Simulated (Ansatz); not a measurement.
`C=CBI` + HCl → `C=CBCl` + HI at 500 K and 1 bar (ligand exchange at a B–I bond).

Computed with Ansatz on PBE0-D4/def2-TZVP structures; ΔE is electronic, products minus reactants. CCSD(T)/CBS adds triple-zeta CCSD(T) − MP2 to the extrapolated MP2 energy (def2 sets, frozen cores). This one scheme is used for every species. Elements past krypton have def2 core potentials. For I outer-core shells are correlated without core-valence functions, which leaves a few kJ/mol of doubt a bond. One conformer a species, not always the lowest.

| species | CCSD(T)/CBS energy (Eh) | H − E (kJ/mol) | S (J/(mol·K)) |
| --- | --- | --- | --- |
| `C=CBI` | -400.74733 | 180.1 | 364.4 |
| HCl | -460.38127 | 32.5 | 201.9 |
| `C=CBCl` | -563.09944 | 181.4 | 342.8 |
| HI | -298.03592 | 28.6 | 221.6 |

H − E and S are ideal-gas, rigid-rotor, harmonic terms from PBE0-D4/def2-TZVP, for one conformer and one mirror image of each species. 1 Eh = 2625.50 kJ/mol, R = 8.31446 J/(mol·K).

By hand: ΔE, ΔH, ΔS and ΔG.

ΔE = (-563.09944) + (-298.03592) − (-400.74733) − (-460.38127) = -0.00676 Eh = -17.7 kJ/mol. Δ(H − E) = 181.4 + 28.6 − 180.1 − 32.5 = -2.6, so ΔH = -20.3 kJ/mol. ΔS = 342.8 + 221.6 − 364.4 − 201.9 = -1.9 J/(mol·K). ΔG = -20.3 − 500 × (-1.9)/1000 = -19.4 kJ/mol.

By hand: the equilibrium constant, and the temperature at which ΔG would vanish if ΔH and ΔS stayed fixed.

log₁₀ K = −ΔG/(RT ln 10) = 2.0. ΔG = 0 at ΔH/ΔS = 10684 K, far beyond where these terms or the molecules hold.

The number of gas molecules stays the same, so ΔS is small and ΔH decides. A doubt of 5 kJ/mol in ΔE shifts log₁₀ K by 0.5 here. Other conformers and mirror images would add mixing entropy, several J/(mol·K) or more a flexible species. These are equilibria of isolated gas molecules and say nothing of rates. Largest T1 diagnostic: 0.012 (customary marks: 0.02 for closed shells, 0.045 for open ones).
